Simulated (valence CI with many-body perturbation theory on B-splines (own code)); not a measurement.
Valence orbitals of Ba43+

Level of theory: configuration interaction combined with many-body perturbation theory (CI+MBPT): three valence electrons over a frozen Dirac-Fock core [Ne], a basis of 11 s, 11 p, 10 d, 8 f, 5 g, 2 h functions for each j, with the one-electron correlation potential Σ1, the two-electron term Σ2, the three-electron term Σ3, Breit, model QED; selected CI, second order for the rest, scaled by the run's own slope (own B-spline code, finite nucleus).

The last digits are not significant, and no measured levels were compared; by estimate large intervals hold to a few tenths of a per cent, small ones and those within an open d or f shell to about a per cent.

These are the spectroscopic orbitals of the CI (the correlating ones are not listed), shaped by the core and the other valence electrons. h is the expectation value of the core's Dirac-Fock operator, without the valence repulsion; Σ1 is computed up to l = 3 at one energy for each symmetry, that of its lowest orbital but kept below the first core excitation, so for empty shells it is not the orbital's own correlation shift; Breit and QED include the response of the core.

| Orbital | h (hartree) | Σ1 (cm⁻¹) | Breit (cm⁻¹) | QED (cm⁻¹) | ⟨r⟩ (bohr) |
| --- | --- | --- | --- | --- | --- |
| 3s1/2 | -133.9 | -6739 | 17421 | 13609 | 0.2611 |
| 4s1/2 | -72.842 | -2272 | 6805 | 5476 | 0.4819 |
| 5s1/2 | -45.706 | -1041 | 3260 | 2677 | 0.7730 |
| 6s1/2 | -31.328 | -569 | 1827 | 1509 | 1.131 |
| 7s1/2 | -22.803 | -346 | 1126 | 934 | 1.558 |
| 8s1/2 | -17.337 | -226 | 743 | 618 | 2.052 |
| 3p1/2 | -130.01 | -8640 | 29129 | -26.9 | 0.2474 |
| 4p1/2 | -71.222 | -2848 | 11395 | 0.2 | 0.4728 |
| 5p1/2 | -44.893 | -1314 | 5569 | 2.3 | 0.7669 |
| 6p1/2 | -30.864 | -721 | 3142 | 2.0 | 1.129 |
| 7p1/2 | -22.513 | -439 | 1945 | 1.5 | 1.559 |
| 8p1/2 | -17.144 | -288 | 1288 | 1.1 | 2.057 |
| 3p3/2 | -126.22 | -7875 | 17332 | 1323 | 0.2558 |
| 4p3/2 | -69.68 | -2663 | 6721 | 536 | 0.4840 |
| 5p3/2 | -44.118 | -1242 | 3473 | 268 | 0.7809 |
| 6p3/2 | -30.421 | -685 | 1961 | 153 | 1.146 |
| 7p3/2 | -22.237 | -419 | 1215 | 95.2 | 1.579 |
| 8p3/2 | -16.961 | -276 | 805 | 63.3 | 2.079 |
| 3d3/2 | -121.31 | -9580 | 13395 | -468 | 0.2207 |
| 4d3/2 | -67.813 | -2675 | 4830 | -160 | 0.4541 |
| 5d3/2 | -43.203 | -1192 | 2300 | -75.4 | 0.7551 |
| 6d3/2 | -29.904 | -647 | 1283 | -41.8 | 1.124 |
| 7d3/2 | -21.916 | -393 | 790 | -25.6 | 1.561 |
| 3d5/2 | -120.44 | -8898 | 6384 | 39.9 | 0.2232 |
| 4d5/2 | -67.436 | -2477 | 2281 | 46.9 | 0.4573 |
| 5d5/2 | -43.009 | -1105 | 1108 | 29.0 | 0.7590 |
| 6d5/2 | -29.792 | -600 | 620 | 18.1 | 1.129 |
| 7d5/2 | -21.846 | -365 | 383 | 11.9 | 1.567 |
| 4f5/2 | -66.437 | -2351 | 472 | -68.1 | 0.3998 |
| 5f5/2 | -42.514 | -1140 | 323 | -37.0 | 0.7044 |
| 6f5/2 | -29.511 | -642 | 204 | -21.9 | 1.077 |
| 7f5/2 | -21.671 | -397 | 136 | -14.0 | 1.517 |
| 4f7/2 | -66.279 | -2276 | 118 | 23.0 | 0.4014 |
| 5f7/2 | -42.433 | -1100 | 80.4 | 9.6 | 0.7062 |
| 6f7/2 | -29.463 | -619 | 49.2 | 5.0 | 1.079 |
| 7f7/2 | -21.641 | -383 | 32.8 | 3.0 | 1.520 |
| 5g7/2 | -42.348 |  | 10.7 | -15.2 | 0.6209 |
| 6g7/2 | -29.412 |  | 10.6 | -9.1 | 0.9943 |
| 7g7/2 | -21.608 |  | 8.4 | -5.8 | 1.436 |
| 5g9/2 | -42.301 |  | 1.5 | 11.2 | 0.6220 |
| 6g9/2 | -29.385 |  | 1.5 | 6.3 | 0.9955 |
| 7g9/2 | -21.59 |  | 1.1 | 3.9 | 1.437 |
| 6h9/2 | -29.375 |  |  |  | 0.8841 |
| 6h11/2 | -29.357 |  |  |  | 0.8849 |

Among the shells of the start configuration 3s2 3p1, Σ1 is largest in size for 3p1/2, where it is 0.030 % of h.

Lowest root of each symmetry, sizes in configuration state functions:

| J | Parity | Roots | Reference | Variational | Second order | Change by selected CI (cm⁻¹) | Change by second order (cm⁻¹) |
| --- | --- | --- | --- | --- | --- | --- | --- |
| 1/2 | even | 17 | 93 | 11081 | 9364 | -3518 | 0 |
| 3/2 | even | 24 | 147 | 17011 | 22020 | -1950 | 0 |
| 5/2 | even | 22 | 153 | 19021 | 24528 | -2940 | -1 |
| 7/2 | even | 12 | 113 | 16157 | 26857 | -4467 | -1 |
| 9/2 | even | 8 | 71 | 13279 | 22905 | -4901 | -2 |
| 11/2 | even | 2 | 28 | 7362 | 20782 | -10808 | -3 |
| 1/2 | odd | 17 | 90 | 10671 | 10667 | -3751 | 0 |
| 3/2 | odd | 25 | 146 | 16679 | 22399 | -3570 | 0 |
| 5/2 | odd | 20 | 146 | 17364 | 26118 | -3409 | -1 |
| 7/2 | odd | 14 | 114 | 16720 | 27503 | -3828 | -1 |
| 9/2 | odd | 7 | 65 | 12201 | 20312 | -2392 | -1 |
| 11/2 | odd | 3 | 30 | 9173 | 19057 | -4839 | -2 |
